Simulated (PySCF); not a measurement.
C3H12Si3, SMILES C1C[SiH]([SiH2][SiH3])C1.

Geometry optimised at PBE0-D3(BJ)/def2-SVP. The structure was generated by enumeration, and PubChem lists no compound with its InChIKey, so it may never have been made. The values are those of a single conformer.

Level of theory: PBE/def2-TZVP (PySCF).

Symmetry labels are those of the subgroup Cs that the program uses (full group Cs).

Computed valence orbital energies around the gap with their symmetry:
```
orbital  symmetry  energy (eV)
-------  --------  -----------
HOMO−7         A'        -8.54
HOMO−6         A"        -8.45
HOMO−5         A'        -8.24
HOMO−4         A"        -8.15
HOMO−3         A'        -7.55
HOMO−2         A"        -7.00
HOMO−1         A'        -6.88
HOMO           A'        -6.34
LUMO           A"        -0.99
LUMO+1         A'        -0.90
LUMO+2         A"        -0.38
LUMO+3         A'        -0.32
```
